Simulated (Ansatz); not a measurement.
Molecule: PbS (charge 0, singlet). SMILES: [S]=[Pb]
Geometry: optimised at B3LYP-D3(BJ)/def2-TZVP (Ansatz, a first-principles code).

Quantity: atomisation energy (electronic, to ground-state atoms), in kcal/mol. Cores are frozen in the correlated levels unless marked. Open shells are spin-unrestricted. Spin-orbit coupling is left out. The frozen core is the preceding noble-gas configuration, with the filled d and f shells of earlier blocks. In def2 rows, elements after Kr have scalar-relativistic effective core potentials. The coupled-cluster limit lacks core correlation, which all-electron functionals hold. CBS(X,Y): correlation extrapolated as X^-3; Hartree-Fock from the larger set.

```tsv
level	program	atomisation energy (kcal/mol)
BLYP-D3(BJ)/def2-TZVPD	Ansatz + dftd3	114.4
BLYP/def2-TZVPD	Ansatz	111.9
```

What does CCSD(T)/CBS(def2-TZVPPD,def2-QZVPPD) (Ansatz) give?

107.6 kcal/mol
